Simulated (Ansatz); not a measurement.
CH₈OSSi₂, SMILES `[SiH3]OC[SiH2]S`, 13 atoms. Charge 0, multiplicity 1. All runs use 4 threads of a server CPU on a shared host. Correlated methods freeze the cores.

(1) Give the basis size and wall time and peak host memory of each of these runs in Ansatz. RHF-CCSD(T)/def2-SVP energy; RKS PBE0-D4/def2-TZVP relaxation (12 steps); RKS PBE0-D4/def2-TZVP frequencies; RKS revPBE-D4/def2-TZVPP energy; RKS ωB97M-V/def2-SVP energy; direct RPA on PBE orbitals/def2-TZVPP energy; RKS B97M-V/def2-TZVPP energy; RKS PBE0-D4/def2-SVP energy; RHF-MP2/def2-QZVPP energy; RKS ωB97M-V/def2-QZVPP energy; RKS PBE-D4/def2-TZVPP energy and forces; RHF-CCSD(T)/def2-TZVPP energy. (Estimate.)

## Answers

(1) The calculation gave: Other jobs shared the machine, so times are rough.

| level | job | functions | wall time | peak host memory (GiB) |
| --- | --- | --- | --- | --- |
| RKS PBE0-D4/def2-SVP | energy | 122 | 1.8 s | 0.27 |
| RKS revPBE-D4/def2-TZVPP | energy | 300 | 3.5 s | 0.48 |
| RKS PBE-D4/def2-TZVPP | energy and forces | 300 | 4.2 s | 0.49 |
| RKS ωB97M-V/def2-SVP | energy | 122 | 8 s | 0.42 |
| RHF-CCSD(T)/def2-SVP | energy | 122 | 9 s | 0.62 |
| direct RPA on PBE orbitals/def2-TZVPP | energy | 300 | 9.5 s | 0.81 |
| RKS B97M-V/def2-TZVPP | energy | 300 | 16 s | 0.59 |
| RKS ωB97M-V/def2-QZVPP | energy | 564 | 43 s | 2.9 |
| RHF-MP2/def2-QZVPP | energy | 564 | 54 s | 4.3 |
| RKS PBE0-D4/def2-TZVP | relaxation (12 steps) | 221 | 72 s | 0.68 |
| RKS PBE0-D4/def2-TZVP | frequencies | 221 | 4.9 min | 0.68 |
| RHF-CCSD(T)/def2-TZVPP | energy | 300 | 7.1 min | 9.2 |
